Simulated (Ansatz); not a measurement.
This geometry of CH$_{9}$GaSiSn (13 atoms, charge 0, multiplicity 1) is a first-order saddle point.

Level of theory: Ansatz, RKS PBE0-D4/def2-SVP.

```xyz
13
Properties=species:S:1:pos:R:3
Ga -1.288 2.579 0.101
C -0.670 0.773 0.627
Si 0.339 -0.104 -0.690
Sn 1.176 -2.425 0.038
H -0.924 3.150 -1.318
H -2.140 3.430 1.115
H -0.088 0.873 1.562
H -1.562 0.179 0.894
H 1.531 0.730 -1.056
H -0.479 -0.262 -1.935
H 2.175 -3.152 -1.152
H -0.138 -3.491 0.340
H 2.087 -2.315 1.490
```

(1) Which two structures does it join? (They come from a converged band through this point; their orientation in space is the band's.)

(2) How far does it lie above each of them?

## Answers

(1) No bond is made or broken. The height of Ga1 over the plane of its neighbours goes from -0.02 to 0.02 Å. The two ends are copies of one structure, up to a mirror image or an exchange of like atoms.

Image 0:

```xyz
13
Properties=species:S:1:pos:R:3
Ga -1.351 2.514 0.055
C -0.786 0.711 0.613
Si 0.450 -0.019 -0.607
Sn 1.194 -2.391 0.053
H -2.610 2.677 -0.872
H -0.509 3.761 0.508
H -0.307 0.754 1.605
H -1.658 0.039 0.670
H 1.663 0.857 -0.700
H -0.148 -0.071 -1.982
H 2.262 -3.076 -1.100
H -0.170 -3.424 0.196
H 1.991 -2.367 1.573
```

Image 6:

```xyz
13
Properties=species:S:1:pos:R:3
Ga -1.340 2.521 0.062
C -0.776 0.717 0.620
Si 0.432 -0.028 -0.619
Sn 1.194 -2.391 0.055
H -0.521 3.773 0.543
H -2.578 2.679 -0.893
H -0.285 0.759 1.606
H -1.654 0.053 0.690
H 1.643 0.846 -0.751
H -0.198 -0.097 -1.977
H 2.338 -3.033 -1.051
H -0.148 -3.461 0.115
H 1.912 -2.372 1.615
```

(2) 5.6 kJ/mol above the first and 5.6 kJ/mol above the second. This is the barrier of this one path; another mechanism may lie lower.

Run time: 7.9 min on 2 threads of Arm Neoverse V1, on a shared host, peak memory 0.4 GiB.
